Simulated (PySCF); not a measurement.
# Computed records: CH5Ge2N, CH6BGeO

Computed with PySCF 2.14.0. Calculation on a computer-drawn molecule: the log of a Hartree-Fock and frozen-core CCSD(T) single point meant for a local Hartree-Fock minimum, with one planted fault or none, to be diagnosed. Offsets are logged minus clean, where the clean run is the same molecule without the fault. The reference is restricted for singlets and unrestricted otherwise, and also for a bond in bohr or an excited solution. Adding or removing an electron swaps singlet and doublet. The excited solution moves the top pair (singlet) or top alpha electron (doublet) to the lowest empty orbital. Highest occupied and lowest empty are orbital energies over both spins, largest force is the largest gradient component, triples share is (T) over the correlation energy, the T1 limit is 0.02 restricted and 0.045 unrestricted, electrons count all cores, a negative frequency is imaginary (commonest isotopes), and the dipole is about the centre of nuclear charge; on germanium a core potential holds 10 electrons, which the energies leave out, and 3d is frozen in MP2 and coupled-cluster steps.

Common to all runs: meant charge 0; meant basis cc-pVDZ; meant basis and core potential on germanium cc-pVDZ-PP ECP10MDF; logged SCF converged yes; logged spin squared 0; logged CC converged yes; logged SCF stable within its kind yes; possible faults no fault, one electron removed, one electron added, multiplicity raised by two, geometry at a saddle point, SCF held on an excited solution, minimal basis STO-3G, one bond length entered in bohr, all coordinates scaled.

(1) 
```xyz
9
formula=CH5Ge2N meant_multiplicity=1 logged_electrons=82 logged_basis_functions=99 logged_highest_occupied=-7.6777 logged_lowest_empty=1.9086 logged_largest_force=4.902e-06 logged_lowest_frequency=49.587 logged_T1_diagnostic=0.022462 logged_D1_diagnostic=0.074436 logged_triples_share=0.037641 logged_dipole_magnitude=4.2983 logged_energy_HF=-681.92135 logged_energy_CCSD(T)=-682.47444 planted_fault=no_fault HF_energy_offset_from_clean_run=0 CCSD(T)_energy_offset_from_clean_run=0
C     -1.2791     1.6419     0.6380
Ge     0.4185     0.9727     1.3056
N      0.9772    -0.5752     1.0702
Ge     1.7918    -2.1032     0.6131
H     -1.9052     1.9622     1.4732
H     -1.7862     0.8563     0.0798
H     -1.1074     2.5027    -0.0116
H      1.2120     1.9950     2.1189
H      1.2500    -2.9891     1.8340
```

Units: logged_highest_occupied, logged_lowest_empty in eV; logged_largest_force in hartree/bohr; logged_lowest_frequency in cm⁻¹; logged_dipole_magnitude in debye; logged_energy_HF, logged_energy_CCSD(T) in hartree; HF_energy_offset_from_clean_run, CCSD(T)_energy_offset_from_clean_run in kcal/mol.

Drawn bonds:
```csv
atom,other atom,order
1,2,1
2,3,2
3,4,1
1,5,1
1,6,1
1,7,1
2,8,1
4,9,1
```

Notes: T1 above single-reference limit.

(2) 
```xyz
10
formula=CH6BGeO meant_multiplicity=2 logged_electrons=56 logged_basis_functions=95 logged_highest_occupied=-16.509 logged_lowest_empty=-6.3184 logged_largest_force=0.057226 logged_T1_diagnostic=0.017637 logged_D1_diagnostic=0.066336 logged_triples_share=0.02777 logged_dipole_magnitude=2.3966 logged_energy_HF=-434.04505 logged_energy_CCSD(T)=-434.59729 planted_fault=one_electron_removed HF_energy_offset_from_clean_run=164.1 CCSD(T)_energy_offset_from_clean_run=169.3
C      0.7206    -1.7225    -2.5761
Ge     0.1026    -0.4031    -1.2489
B     -1.2254     1.0679    -1.8679
O     -2.0421     1.7374    -1.0300
H      0.9678    -1.2214    -3.5132
H     -0.0577    -2.4640    -2.7697
H      1.6086    -2.2396    -2.2099
H     -0.2398    -1.1041     0.0831
H     -1.2417     1.4118    -3.0187
H     -2.0175     1.4518    -0.1292
```

Units: logged_highest_occupied, logged_lowest_empty in eV; logged_largest_force in hartree/bohr; logged_dipole_magnitude in debye; logged_energy_HF, logged_energy_CCSD(T) in hartree; HF_energy_offset_from_clean_run, CCSD(T)_energy_offset_from_clean_run in kcal/mol.

Drawn bonds:
```csv
atom,other atom,order
1,2,1
2,3,1
3,4,1
1,5,1
1,6,1
1,7,1
2,8,1
3,9,1
4,10,1
```
